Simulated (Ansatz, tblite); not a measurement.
Species of one formula, Cd4S4 (singlet), each relaxed with PBE-D4/def2-SVP in Ansatz.

In the def2 sets Cd takes a core potential; there is no spin–orbit coupling. The xTB rows come from tblite. Correlated methods freeze 20 core orbitals; core or outer-core shells of Cd are correlated, in sets that lack core-valence functions.

Other spin states weren't relaxed.

A:

```xyz
8

Cd   -1.3970   -1.2783   -1.4762
Cd    1.6530    0.1879   -1.7271
Cd    1.3970    1.2781    1.4762
Cd   -1.6531   -0.1877    1.7270
S     0.2564   -1.0779   -3.1531
S     3.0019    1.4476   -0.2505
S    -0.2515    1.0682    3.1568
S    -3.0068   -1.4380    0.2469
```

B:

```xyz
8

Cd    1.373   -1.327    0.253
Cd    0.464    1.128   -1.491
Cd   -0.157    1.072    1.592
Cd   -1.680   -0.874   -0.354
S     0.203   -1.386   -2.058
S     2.172    1.129    0.458
S    -0.600   -1.458    1.927
S    -1.775    1.716   -0.327
```

Q: Estimate which lies lowest at each level, and how far above it the others are (kJ/mol).

A: 
```csv
level,A,B
GFN1-xTB,53.8,0.0
GFN2-xTB,264.5,0.0
HF/def2-TZVP,0.0,112.9
PBE-D4/def2-SVP,0.0,63.1
PBE-D4/def2-TZVP,0.0,85.1
r2SCAN-D4/def2-TZVP,0.0,89.6
r2SCANh-D4/def2-TZVP,0.0,89.7
PBE0-D4/def2-SVP,0.0,61.9
PBE0-D4/def2-TZVP,0.0,84.3
BHLYP-D4/def2-TZVP,0.0,85.1
RPA@PBE/def2-TZVP,0.0,84.1
MP2/def2-TZVP,0.0,105.9
```
Point groups (tolerance 0.1 Å): A D4h, B Td. From def2-SVP to def2-TZVP the PBE0 values move by up to 22.4 kJ/mol, so results in the small set are rough.
